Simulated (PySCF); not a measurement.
Isomers of C2H9FO2Si3, mass 167.989 u with the commonest isotopes. Theory: PBE0/pcSseg-1 in PySCF (dipole) on a GFN2-xTB geometry, gas phase. One conformer each, none proved a minimum here; rigid rotors.

Problem. Order these by rotational constant B, largest first.
A. `[OH:1][SiH2:2]/[C:3]([F:4])=[CH:5]\[SiH2:6][O:7][SiH3:8]` with H–O1–Si2–C3 45°, O1–Si2–C3–F4 163°, C3–C5–Si6–O7 -37°, C5–Si6–O7–Si8 -84°
B. `[CH3:1][C:2](=[O:3])[SiH2:4][O:5][SiH2:6][SiH2:7][F:8]` with C1–C2–Si4–O5 170°, C2–Si4–O5–Si6 6°, Si4–O5–Si6–Si7 12°, O5–Si6–Si7–F8 165°
C. `[F:1][Si@@H:2]1[O:3][SiH2:4][C@H:5]([CH2:6][SiH3:7])[O:8]1` with Si4–C5–C6–Si7 -159°

Solution. C (908.3 MHz), A (785.9 MHz), B (729.1 MHz).

Problem. Order these by radius of gyration √(Σ m r²/M), smallest first.
A. `[F:1][Si@@H:2]1[O:3][SiH2:4][C@H:5]([CH2:6][SiH3:7])[O:8]1` with Si4–C5–C6–Si7 -159°
B. `[CH3:1][C:2](=[O:3])[SiH2:4][O:5][SiH2:6][SiH2:7][F:8]` with C1–C2–Si4–O5 170°, C2–Si4–O5–Si6 6°, Si4–O5–Si6–Si7 12°, O5–Si6–Si7–F8 165°
C. `[OH:1][SiH2:2]/[C:3]([F:4])=[CH:5]\[SiH2:6][O:7][SiH3:8]` with H–O1–Si2–C3 45°, O1–Si2–C3–F4 163°, C3–C5–Si6–O7 -37°, C5–Si6–O7–Si8 -84°

Solution. A (2.184 Å), C (2.296 Å), B (2.378 Å).

Problem. Order these by out-of-plane moment Σ m c² = (Ia + Ib − Ic)/2, largest first.
A. `[CH3:1][C:2](=[O:3])[SiH2:4][O:5][SiH2:6][SiH2:7][F:8]` with C1–C2–Si4–O5 170°, C2–Si4–O5–Si6 6°, Si4–O5–Si6–Si7 12°, O5–Si6–Si7–F8 165°
B. `[OH:1][SiH2:2]/[C:3]([F:4])=[CH:5]\[SiH2:6][O:7][SiH3:8]` with H–O1–Si2–C3 45°, O1–Si2–C3–F4 163°, C3–C5–Si6–O7 -37°, C5–Si6–O7–Si8 -84°
C. `[F:1][Si@@H:2]1[O:3][SiH2:4][C@H:5]([CH2:6][SiH3:7])[O:8]1` with Si4–C5–C6–Si7 -159°

Solution. B (81.69 u·Å²), C (42.93 u·Å²), A (14.90 u·Å²).

| SMILES | point group | Ia (u·Å²) | Ib (u·Å²) | Ic (u·Å²) | κ | μa (D) | μb (D) | μc (D) |
| --- | --- | --- | --- | --- | --- | --- | --- | --- |
| O[SiH2]/C(F)=C\[SiH2]O[SiH3] | C1 | 324.28 | 643.04 | 803.93 | -0.66 | 2.08 | 0.88 | 0.84 |
| F[Si@@H]1O[SiH2][C@H](C[SiH3])O1 | C1 | 287.65 | 556.39 | 758.17 | -0.56 | 0.37 | 2.45 | 0.88 |
| CC(=O)[SiH2]O[SiH2][SiH2]F | C1 | 272.06 | 693.11 | 935.37 | -0.71 | 5.17 | 0.22 | 0.08 |
